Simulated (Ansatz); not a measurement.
Born–Oppenheimer molecular dynamics of C2H8AlNO (13 atoms, charge 0, multiplicity 1). It starts from a rough guess of a transition structure, not a stationary point.

Level of theory: Ansatz 0.2.0, UKS BLYP-D4/6-31G*.

```
ensemble                      : NVE (velocity Verlet)
time step                     : 0.5 fs
steps asked                   : 150
starting velocities drawn for : 600 K
seed                          : 563181
```

First frame:

```xyz
13
Properties=species:S:1:pos:R:3
Al -0.924 -0.652 0.462
O 0.331 1.004 -0.193
C 1.299 1.786 -0.812
N -1.883 0.719 0.962
H -0.763 1.242 0.437
C -0.282 -2.501 0.095
H 1.012 2.025 -1.843
H 2.260 1.258 -0.831
H 1.429 2.722 -0.257
H -2.035 1.002 1.921
H 0.198 -2.945 0.974
H -1.101 -3.166 -0.201
H 0.459 -2.494 -0.714
```

(1) How far do the bonds stretch over the last three quarters of this one trajectory? (Pairs bonded in most of those frames.)

Results:

(1) 
| bond | mean (Å) | spread (Å) | shortest | longest |
| --- | --- | --- | --- | --- |
| Al1–O2 | 1.789 | 0.185 | 1.50 | 2.19 |
| Al1–N4 | 1.832 | 0.033 | 1.78 | 1.89 |
| Al1–C6 | 2.018 | 0.167 | 1.72 | 2.23 |
| O2–C3 | 1.449 | 0.106 | 1.28 | 1.62 |
| C3–H7 | 1.114 | 0.034 | 1.05 | 1.17 |
| C3–H8 | 1.114 | 0.036 | 1.06 | 1.17 |
| C3–H9 | 1.109 | 0.010 | 1.09 | 1.13 |
| N4–H5 | 1.048 | 0.082 | 0.92 | 1.17 |
| N4–H10 | 1.031 | 0.012 | 1.00 | 1.05 |
| C6–H11 | 1.107 | 0.033 | 1.06 | 1.16 |
| C6–H12 | 1.107 | 0.011 | 1.09 | 1.13 |
| C6–H13 | 1.111 | 0.040 | 1.04 | 1.17 |

Mean temperature of the second half: 1524 K. The conserved energy stayed within 0.57 meV per atom of its start (net change 0.21 meV per atom), so the integration is sound. The kinetic energy rose, since the run started high on the potential surface and went downhill. A run of 0.075 ps of so small a system gives no equilibrium averages. The orbitals were unrestricted but ended closed-shell.

Run time: 13 min on 2 threads of Arm Neoverse N1, with other jobs on the host, peak memory 0.17 GiB.
